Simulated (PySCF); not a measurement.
C₂H₆ClFSi₂, SMILES C=C(F)[Si@H]([SiH3])Cl.

Coordinates come from a PBE0-D3(BJ)/def2-SVP optimisation. The structure was generated by enumeration; whether it is a known compound was not checked. The values are those of a single conformer.

The numbers are results of PySCF with PBE/def2-TZVP, not measurements.

The molecule is in vacuum.

Q: Estimate the frontier levels, gap, dipole moment and polarisability. (Estimate from the structure and the level; the computed values follow.)

A: 
```
Quantity                                                                                                        Result
---------------------------------------------------------------------------------------------  -----------------------
highest occupied level                                                                                        -6.60 eV
lowest empty level                                                                                            -1.64 eV
orbital gap                                                                                                    4.96 eV
dipole moment                                                                                                   0.24 D
quadrupole, principal values (traceless, Buckingham form, about the centre of nuclear charge)   -5.42, -0.89, 6.32 D·Å
mean static polarisability                                                                       95.3 bohr³ (14.12 Å³)
polarisability, principal values                                                               77.5, 92.5, 116.0 bohr³
```
